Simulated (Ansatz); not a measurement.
**Abstraction of F: Ge(CH3)F3 + C3H6F → Ge(CH3)F2 + C3H6F2**

Species: Ge(CH3)F3, singlet; C3H6F `C[CH]CF`, doublet; Ge(CH3)F2, doublet; C3H6F2 `CC(F)CF`, singlet. A radical takes F: the energy is the difference in strength between the Ge–F bond broken and the C–F bond made.

Shapes, held fixed at every level: PBE0-D4/def2-TZVP. Flexible molecules stand in one conformer, not always the lowest. Programs: Ansatz 0.2.0. The zero-point and thermal change to 298 K, harmonic and unscaled (PBE0-D4/def2-TZVP), is +7.5 kJ/mol.

```
                level                    kind  ΔH(298 K) (kJ/mol)  less CCSD(T)/def2-TZVPP
          HF/def2-SVP            Hartree–Fock              +103.9                    +14.3
  BHLYP-D4/def2-TZVPP           global hybrid               +88.3                     -1.3
   PBE0-D4/def2-TZVPP           global hybrid               +75.6                    -14.0
r2SCAN0-D4/def2-TZVPP           global hybrid               +91.9                     +2.3
   wB97M-V/def2-TZVPP  range-separated hybrid               +72.0                    -17.6
     CCSD(T)/def2-SVP   coupled cluster or CI               +85.7                     -3.9
        CCSD/def2-SVP   coupled cluster or CI               +89.3                     -0.3
   CCSD(T)/def2-TZVPP   coupled cluster or CI               +89.6                      0.0
```

The highest level, CCSD(T)/def2-TZVPP, gives ΔH(298 K) = +89.6 kJ/mol; the levels span +72.0 to +103.9. The column of differences is taken from that level and isn't an error. No measured value is set beside it here. Open shells run unrestricted unless RO is named. Relativity is left out for Ge unless named. Correlated rows may include outer-core shells of Ge, which these sets cover unevenly.
